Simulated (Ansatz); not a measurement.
`CB(S)C[SiH3]`, charge 0, multiplicity 1.

Problem. Give a relaxed structure at PBE0-D4/def2-TZVP (Ansatz). (Estimate.)

Solution. The calculation gave: 
Z-matrix (Å, degrees):
```
C
B 1 1.567
H 1 1.098 2 107.9
H 1 1.091 2 114.9 3 -119.5
H 1 1.094 2 111.7 3 116.1
S 2 1.801 1 122.1 3 100.6
C 2 1.559 1 121.5 3 -79.9
H 6 1.343 2 98.6 1 2.8
Si 7 1.883 2 110.3 1 -87.5
H 7 1.095 2 111.2 1 29.8
H 7 1.094 2 114.0 1 153.0
H 9 1.486 7 110.5 2 -66.3
H 9 1.488 7 110.5 2 53.8
H 9 1.488 7 110.3 2 173.4
```
This is one stationary point; other conformers may exist.
